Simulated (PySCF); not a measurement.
Isomers of C3H7Al, mass 70.036 u with the commonest isotopes. Method: PBE0-D3(BJ)/def2-SVP geometry optimisation, gas phase in PySCF. One conformer each, none proved a minimum here; rigid rotors.

Question: Order these by out-of-plane moment Σ m c² = (Ia + Ib − Ic)/2, smallest first.
A. `[CH2:1]=[CH:2][CH2:3][AlH2:4]` with C1–C2–C3–Al4 -5°, C2–C3–Al4–H -84° and 97°
B. `C=[C](C)[AlH2]`
C. `[AlH2:1][CH:2]1[CH2:3][CH2:4]1` with H–Al1–C2–C3 34° and -146°

Answer: B (1.56 u·Å²), A (5.37 u·Å²), C (14.27 u·Å²).

Question: Order these by rotational constant B, smallest first.
A. `[CH2:1]=[CH:2][CH2:3][AlH2:4]` with C1–C2–C3–Al4 -5°, C2–C3–Al4–H -84° and 97°
B. `C[C](=C)[AlH2]`
C. `[AlH2:1][CH:2]1[CH2:3][CH2:4]1` with H–Al1–C2–C3 34° and -146°

Answer: C (3447 MHz), A (3772 MHz), B (4169 MHz).

Question: Order these by rotational constant A, largest first.
A. `C=[C](C)[AlH2]`
B. `[CH2:1]=[CH:2][CH2:3][AlH2:4]` with C1–C2–C3–Al4 -5°, C2–C3–Al4–H -84° and 97°
C. `[AlH2:1][CH:2]1[CH2:3][CH2:4]1` with H–Al1–C2–C3 34° and -146°

Answer: C (14914 MHz), B (10986 MHz), A (9068 MHz).

```
        SMILES  point group  Ia (u·Å²)  Ib (u·Å²)  Ic (u·Å²)      κ  μa (D)  μb (D)  μc (D)
C=[C](C)[AlH2]           Cs      55.73     121.22     173.83  -0.59    0.84    0.08    0.00
[AlH2][CH]1CC1           Cs      33.89     146.63     151.96  -0.98    0.86    0.00    0.36
C=C[CH2][AlH2]      near Cs      46.00     133.98     169.24  -0.80    0.56    0.90    0.01
```
